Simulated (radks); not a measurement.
Trend from Co4+ to Ir4+: ionisation energy by Delta-SCF between NIST ground configurations, and size. Calculated with a radial shooting solver on a logarithmic mesh with Libxc functionals: scalar-relativistic Kohn-Sham, PBE, spin-polarised, spherical densities, finite nucleus; open shells are filled with parallel spins first (spin-orbit coupling, left out, can overturn this in heavy ions); Fermi nuclear charge, rms radius of each element as measured or else 0.836 A^(1/3) + 0.57 fm.

species  configuration  IE (eV)  NIST (eV)       kind  -e(HOMO) (eV)  outermost  <r> outermost (bohr)
Co4+          [Ar] 3d5   79.621       79.5  semi-emp.    68.286 (3d)         3d                 0.869
Rh4+          [Kr] 4d5   64.286         63     theory    56.336 (4d)         4d                  1.30
Ir4+     [Xe] 4f14 5d5   59.199         57     theory    52.095 (5d)         5d                  1.48

Reference values: NIST Atomic Spectra Database (exp. = measured, semi-emp. = semi-empirical, theory = theoretical value adopted there). Open shells are spherical and high-spin; term and fine-structure splittings are not resolved. Spin-orbit splitting is averaged out at the scalar-relativistic level.
